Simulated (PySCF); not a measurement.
PySCF input for B(I)(OH)2 (BH2IO2), SMILES OB(I)O, C-PCM-B3LYP/def2-SVP. The structure is a stationary point at PBE-D3(BJ)/def2-SVP. The def2 effective core potentials stand for the cores of I; spin–orbit coupling is left out. Other conformers were not sampled.

```python
import numpy as np
from pyscf import gto, scf, dft
from pyscf.solvent import pcm

mol = gto.M(
    atom='''
    B    -0.00526924   -1.35613727   -0.00000000
    I    -0.00858891    0.82019090   -0.00000000
    O    -1.20989607   -1.97617119    0.00000000
    H    -1.10348540   -2.94748242    0.00000000
    O     1.16428582   -2.05638610   -0.00000000
    H     1.94992585   -1.48149050    0.00000001
    ''',
    basis='def2-SVP',
    ecp={'I': 'def2-svp'},
    charge=0,
    spin=0,
    max_memory=1600,
    verbose=3,
)
mf = dft.RKS(mol, xc='b3lyp').density_fit(auxbasis='def2-universal-jkfit')
mf.grids.level = 3
mf.conv_tol = 1e-9
mf.max_cycle = 100
mf.kernel()
res = {}
for name, eps in {'water': 78.355, 'ethylethanoate': 5.9867, 'chlorobenzene': 5.6968}.items():
    s = mf.PCM()
    s.with_solvent.method, s.with_solvent.eps, s.with_solvent.lebedev_order = 'C-PCM', eps, 29
    s.kernel(mf.make_rdm1())
    res[name] = (s.e_tot, eps, s.dip_moment(), s.mo_energy, s.converged)
    print(f'{name}: electrostatic solvation free energy {(s.e_tot - mf.e_tot) * 627.509474:.3f} kcal/mol')
```

Output:

```
converged SCF energy = -474.303801050641

WARN: PCM is an experimental feature. It is still in testing.
Features and APIs may be changed in the future.

converged SCF energy = -474.314788182391
Dipole moment(X, Y, Z, Debye):  1.78219, -2.28468,  0.00000
water: electrostatic solvation free energy -6.895 kcal/mol

WARN: PCM is an experimental feature. It is still in testing.
Features and APIs may be changed in the future.

converged SCF energy = -474.312908411749
Dipole moment(X, Y, Z, Debye):  1.70127, -2.19177,  0.00000
ethylethanoate: electrostatic solvation free energy -5.715 kcal/mol

WARN: PCM is an experimental feature. It is still in testing.
Features and APIs may be changed in the future.

converged SCF energy = -474.312806842175
Dipole moment(X, Y, Z, Debye):  1.69700, -2.18685,  0.00000
chlorobenzene: electrostatic solvation free energy -5.651 kcal/mol
```

The calculation finished and met its thresholds.
